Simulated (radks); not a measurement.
The nuclear charge of the germanium ion Ge+ is varied continuously with 31 electrons held in [Ar] 3d10 4s2 4p1. Method: scalar-relativistic Kohn-Sham, LDA (Slater exchange, Perdew-Wang correlation), spin-unpolarised, spherical densities, point nucleus; computed with a radial shooting solver on a logarithmic mesh with Libxc functionals. By the Hellmann-Feynman theorem dE/dZ = E(electron-nucleus)/Z, the electronic potential at the nucleus. The scalar-relativistic energy here is not variational (the density holds large components alone), so the two differ by a part that grows with Z.

| Z | E (hartree) | E(electron-nucleus)/Z (hartree) | HOMO | e(HOMO) (eV) | <r> HOMO (bohr) |
|---|---|---|---|---|---|
| 31.5 | -2017.54049 | -154.309 | 4p | -6.706 | 2.852 |
| 31.6 | -2033.02356 | -154.971 | 4p | -7.601 | 2.778 |
| 31.7 | -2048.57298 | -155.632 | 4p | -8.525 | 2.709 |
| 31.8 | -2064.18872 | -156.293 | 4p | -9.478 | 2.647 |
| 31.9 | -2079.87077 | -156.954 | 4p | -10.460 | 2.588 |
| 32 | -2095.61908 | -157.614 | 4p | -11.469 | 2.534 |
| 32.1 | -2111.43365 | -158.274 | 4p | -12.504 | 2.483 |
| 32.2 | -2127.31445 | -158.934 | 4p | -13.566 | 2.435 |
| 32.3 | -2143.26147 | -159.594 | 4p | -14.654 | 2.390 |
| 32.4 | -2159.27469 | -160.254 | 4p | -15.767 | 2.348 |
| 32.5 | -2175.35410 | -160.913 | 4p | -16.904 | 2.308 |
| 32.6 | -2191.49970 | -161.573 | 4p | -18.066 | 2.269 |
| 32.7 | -2207.71146 | -162.232 | 4p | -19.253 | 2.233 |
| 32.8 | -2223.98939 | -162.891 | 4p | -20.463 | 2.198 |
| 32.9 | -2240.33349 | -163.550 | 4p | -21.696 | 2.165 |
| 33 | -2256.74374 | -164.209 | 4p | -22.953 | 2.133 |

The central difference of E at Z = 32 is -157.814 hartree, to compare with the third column; the second derivative is -6.63 hartree.
